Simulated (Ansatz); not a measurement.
`[CH3][Zr]12345678([OH])([C@H]9[C@@H]1[C@@H]2[C@@H]3[C@H]94)[C@H]1[C@@H]5[C@@H]6[C@@H]7[C@H]18` + HCl → `[CH3][Zr]12345678([Cl])([C@H]9[C@@H]1[C@@H]2[C@@H]3[C@H]94)[C@H]1[C@@H]5[C@@H]6[C@@H]7[C@H]18` + H₂O  (ligand exchange at a Zr–O bond)

Isolated molecules relaxed with PBE0-D4/def2-TZVP in Ansatz; ΔE leaves out vibrations. CBS: MP2 limit from def2 TZ/QZ plus the TZ coupled-cluster correction, frozen cores. This one scheme is used for every species. Functionals use def2-TZVPP. Elements past krypton have def2 core potentials. For Zr outer-core shells are correlated without core-valence functions, which leaves a few kJ/mol of doubt a bond. Each species was taken in one conformer, which may not be the lowest.

```tsv
level	ΔE (eV)
PBE-D4	-0.58
B97M-V	-0.61
PBE0-D4	-0.67
PBE	-0.54
r2SCAN	-0.59
BHLYP	-0.61
RPA@PBE/def2-TZVPP	-0.58
HF/def2-QZVPP	-0.68
```

What does CCSD(T)/CBS give? (Best estimate.)

Computed: -0.68 eV. The listed levels differ from it by 0.10, 0.07, 0.01, 0.14, 0.09, 0.07, 0.10, 0.00 eV.

Largest T1 diagnostic among the species: 0.013.

From BLYP to BHLYP (50 % exact exchange), in def2-TZVPP and without D4, ΔE moves by −0.17 eV. At CCSD(T), def2-SVP lies +0.14 eV from the extrapolated value and def2-TZVPP +0.04 eV. Leaving LDA and LC-ωPBE aside and taking each functional with its dispersion term where it has one, the values, not all of them listed here, spread over 0.22 eV, from PBE-QIDH to BLYP-D4.

CCSD(T)/CBS has its own doubt, a few kJ/mol and more with outer-core shells, so smaller differences from it don't rank the levels.
